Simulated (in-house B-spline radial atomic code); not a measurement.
Configurations of K, with energies counted from [Ar] 4s1. Level of theory: Dirac-Hartree-Fock, average of configuration, Fermi nucleus of rms radius 3.4349 fm; calculated with a radial B-spline atomic code at the basis-set limit. Energies include first-order Breit, QED and recoil terms.

Occupations are held fixed; configurations that lie above the ionisation limit could autoionise.

| configuration | E - E(ref) (eV) | highest orbital | its <r> (bohr) |
| --- | --- | --- | --- |
| [Ar] 6p1 | 3.2911 | 6p3/2 | 27.17 |
| [Ar] 7p1 | 3.54 | 7p3/2 | 41.68 |
| [Ar] 6f1 | 3.6417 | 6f5/2 | 47.99 |
| [Ar] 7g1 | 3.742 | 7g9/2 | 63.5 |
| [Ne] 3s2 3p5 4s2 | 18.88 | 4s1/2 | 4.393 |
| [Ne] 3s2 3p5 4s1 6g1 | 23.414 | 6g9/2 | 43.99 |
| [He] 2s2 2p5 3s2 3p6 4s1 4f1 | 300.43 | 4f7/2 | 17.9 |
| [He] 2s2 2p5 3s2 3p6 4s1 7g1 | 301 | 7g9/2 | 63.49 |

(1) Order these further configurations by energy, lowest first.
A. [He] 2s2 2p5 3s2 3p6 4s1 5g1
B. [Ne] 3s2 3p5 4s1 4d1
C. [Ne] 3s2 3p5 4s1 6f1
D. [Ne] 3s1 3p6 4s2
E. [Ne] 3s2 3p5 4s1 5g1

(2) How far above the reference does [Ne] 3s2 3p5 4s1 7d1 lie?

(3) How far above the reference does [He] 2s2 2p5 3s2 3p6 4s1 7f1 lie?

(4) How far above the reference does [Ne] 3s2 3p5 4s1 5d1 lie?

## Answers

(1) B (22.592 eV), E (23.247 eV), C (23.412 eV), D (40.723 eV), A (300.74 eV).

(2) 23.455 eV; its least bound orbital is 7d5/2 with <r> = 57.58 bohr.

(3) 301 eV; its least bound orbital is 7f7/2 with <r> = 67.26 bohr.

(4) 23.077 eV; its least bound orbital is 5d5/2 with <r> = 25.36 bohr.
